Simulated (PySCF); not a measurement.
F₅Mo (SMILES [F][Mo]([F])([F])([F])[F]), doublet, at a GFN2-xTB geometry (such geometries of metal compounds can be far from the true shape) (the multiplicity is a formal guess) (core potentials on Mo). Base run: PBE/def2-SVP (PySCF).

Input for PySCF:
```python
from pyscf import gto, scf, dft

mol = gto.Mole()
mol.atom = '''
    Mo    0.02633584   -0.02156110    0.09042112
    F     0.49885408   -0.40841101    1.71275931
    F    -1.40984929    0.59651184   -0.90024484
    F     0.97478526    1.40967311    0.28674227
    F     0.66843933    0.01047927   -1.64530278
    F    -0.85512995   -1.50763472    0.12408079
'''
mol.basis = 'def2-svp'
mol.ecp = {'Mo': 'def2-svp'}
mol.spin = 1
mol.verbose = 4
mol.build()

mf = dft.UKS(mol)
mf.xc = 'pbe'
mf.kernel()
```

Variants of this job, named by their change:

| change | ΔE vs base (mEh) | dipole (D) | outcome |
|---|---|---|---|
| base | 0.000 | 1.68 | converged |
| auxbasis = even-tempered beta=3.0 | -45.315 | 1.68 | converged |
| auxbasis = cc-pvtz-jkfit | - | - | input refused |
| auxbasis = def2-svp-ri | - | - | input refused |
| auxbasis = default (with mf = mf.density_fit()) | -0.240 | 1.68 | converged |
| auxbasis = cc-pvqz-jkfit | - | - | input refused |
| auxbasis = def2-tzvp-ri | - | - | input refused |
| auxbasis = def2-universal-jfit | -0.240 | 1.68 | converged |
| auxbasis = cc-pvtz-ri | - | - | input refused |
| auxbasis = autoaux | -0.084 | 1.68 | converged |

A fitting set is made for a task (jfit for Coulomb, jkfit for Coulomb and exchange, ri for correlation) and for a family of orbital bases.

Open shells are given as the SCF converged; they aren't shown to be the lowest states, and a large step between rows can be another state.

- auxbasis = cc-pvtz-jkfit: ended with `pyscf.lib.exceptions.BasisNotFoundError: Basis set not found for Mo in cc-pvtz-jkfit`
- auxbasis = def2-svp-ri: ended with `pyscf.lib.exceptions.BasisNotFoundError: Basis set not found for Mo in def2-svp-ri`
- auxbasis = cc-pvqz-jkfit: ended with `pyscf.lib.exceptions.BasisNotFoundError: Basis set not found for Mo in cc-pvqz-jkfit`
